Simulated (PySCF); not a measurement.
## Structure elucidation problem

An unknown has the formula C12H18. Its calculated NMR data are:

$^{1}$H NMR (600 MHz, computed): δ 2.20 (s, 18H).

$^{13}$C{$^{1}$H} NMR (computed): δ 133.7 (C, 6C), 18.9 (CH3, 6C).

One averaged value for each set of equivalent atoms, no solvent model, single conformer, non-relativistic Hamiltonian. NMR shieldings at B97-2/pcSseg-1/GIAO; geometry from PBE0-D3(BJ)/def2-SVP; J couplings at B3LYP/pcJ-1 (without the spin–dipole term); PySCF.

Referencing at the same level of theory: TMS for $^{1}$H, $^{13}$C.

Question: Deduce the structure.

Answer: 
- The formula gives 4 degrees of unsaturation (1 ring in the answer).
- 2 carbon signals for 12 carbons: some carbons are equivalent by symmetry or fast rotation.
- Carbon types of the structure: 6 × C, 6 × CH3, which accounts for all hydrogens.
- δC 133.7: substituted aromatic carbon.
- δC 18.9: methyl carbon on an aromatic ring; a saturated carbon with 1 carbon neighbour and no heteroatom attached.
- δH 2.20: hydrogen on a methyl carbon on an aromatic ring; benzylic-type position, deshielded by the ring.

Structure: hexamethylbenzene (Cc1c(C)c(C)c(C)c(C)c1C).

This is the structure that produced the data.

Shifts are as computed. Against solution values, carbons near 30 ppm lie about +1 ppm off and those near 130 ppm about +2 ppm (rms about the fit 1.9 ppm; single classes can miss by 10 ppm). Of 1328 compounds with measured shifts, 309 miss one by over three times the rms of a fit or turn the order of signals round; such compounds aren't used in these exercises. Signals without a measured value on file couldn't be tested in this way.
